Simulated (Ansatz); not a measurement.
ReO3(NH2) (ReNO3H2), 7 atoms. Hardware: 4 threads of Arm Neoverse V2 on a shared host.

In the def2 sets Re takes a core potential; there is no spin–orbit coupling. Correlated methods freeze 4 core orbitals; core or outer-core shells of Re are correlated, in sets that lack core-valence functions.

How many basis functions does each of these Ansatz runs have, and roughly what does it cost? r2SCAN-D4/def2-TZVP, charge 1 doublet at the geometry of the charge 0 singlet, energy, from earlier orbitals; PBE-D4/def2-TZVP, charge 0 triplet at the geometry of the charge 0 singlet, energy, from earlier orbitals; PBE0-D4/def2-TZVP, charge 0 triplet at the geometry of the charge 0 singlet, energy; PBE with 50 % exact exchange/def2-TZVP, charge 0 singlet, energy, from earlier orbitals; PBE-D4/def2-TZVPD, charge 0 singlet, energy, from earlier orbitals; PBE with 10 % exact exchange/def2-TZVP, charge 0 singlet, energy, from earlier orbitals; CCSD(T)/def2-TZVPP, charge 0 singlet, energy, from earlier orbitals; PBE-D4/def2-TZVP, charge 1 doublet at the geometry of the charge 0 singlet, energy, from earlier orbitals; PBE-D4/def2-TZVPD, charge -1 doublet at the geometry of the charge 0 singlet, energy, from earlier orbitals; PBE0-D4/def2-TZVP, charge 1 doublet at the geometry of the charge 0 singlet, energy, from earlier orbitals; PBE-D4/def2-TZVP, charge 0 singlet, energy, from earlier orbitals; B97M-V/def2-TZVP, charge 0 singlet, energy, from earlier orbitals.

Other jobs shared the machine, so times can vary by a factor of up to 3. A dash marks memory too small to be measured apart from the calling script's.

| run | functions | fitting or Cholesky vectors | wall time | peak host memory (GiB) |
| --- | --- | --- | --- | --- |
| PBE-D4/def2-TZVP, charge 0 singlet, energy, from earlier orbitals | 176 | 1038 | 1.4 s | – |
| PBE with 10 % exact exchange/def2-TZVP, charge 0 singlet, energy, from earlier orbitals | 176 | 1038 | 1.4 s | – |
| PBE with 50 % exact exchange/def2-TZVP, charge 0 singlet, energy, from earlier orbitals | 176 | 1228 | 1.7 s | – |
| PBE-D4/def2-TZVPD, charge 0 singlet, energy, from earlier orbitals | 218 | 1200 | 1.9 s | – |
| B97M-V/def2-TZVP, charge 0 singlet, energy, from earlier orbitals | 176 | 1038 | 5 s | – |
| PBE-D4/def2-TZVPD, charge -1 doublet at the geometry of the charge 0 singlet, energy, from earlier orbitals | 218 | 1200 | 6 s | – |
| PBE-D4/def2-TZVP, charge 1 doublet at the geometry of the charge 0 singlet, energy, from earlier orbitals | 176 | 1038 | 6 s | – |
| PBE-D4/def2-TZVP, charge 0 triplet at the geometry of the charge 0 singlet, energy, from earlier orbitals | 176 | 1038 | 6.5 s | – |
| PBE0-D4/def2-TZVP, charge 1 doublet at the geometry of the charge 0 singlet, energy, from earlier orbitals | 176 | 1091 | 8 s | 0.69 |
| PBE0-D4/def2-TZVP, charge 0 triplet at the geometry of the charge 0 singlet, energy | 176 | 1091 | 11 s | 0.7 |
| r2SCAN-D4/def2-TZVP, charge 1 doublet at the geometry of the charge 0 singlet, energy, from earlier orbitals | 176 | 1038 | 13 s | – |
| CCSD(T)/def2-TZVPP, charge 0 singlet, energy, from earlier orbitals | 208 | 1356 | 2.4 min | 3.4 |
